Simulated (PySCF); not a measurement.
**Working with the constants of KPb**

UHF-CCSD(T) constants of KPb, ⁴Σ⁻ (quartet), unpaired electrons σ ↑, π ↑↑ (PySCF, scalar-relativistic core potentials, basis sets K def2-SVPD, Pb def2-SVPD with ECP60; masses 38.9637 and 207.9766 u):

* ωe: 121.2 cm⁻¹
* ωexe: 0.314 cm⁻¹
* Be: 0.044636 cm⁻¹
* αe: 0.000200 cm⁻¹
* De to K + Pb: 1.18 eV

Q: What force constant and bond length do these constants imply?

A: Reduced mass μred = 32.816 u; k = 5.8918×10⁻⁷·μred·ωe² (u, cm⁻¹, mdyn/Å) = 0.284 mdyn/Å; Re = √(16.8576/(μred·Be)) (u, cm⁻¹, Å) = 3.392 Å.

Q: Estimate the centrifugal constant D from the Kratzer relation and find the Dunham coefficient a1.

A: D = 4Be³/ωe² = 2.42e-08 cm⁻¹; a1 = −1 − αeωe/(6Be²) = -3.03.

Correlated steps freeze 9 core orbitals. Correlated levels converge slowly with the basis: in double zeta they bind strong bonds too weakly, by up to about 1 eV, and carry superposition errors of some tenths. Spin–orbit coupling is left out, which matters for elements this heavy, above all for dissociation energies. The state is the lowest determinant that a PBE0 search found; another state may lie lower at other levels.
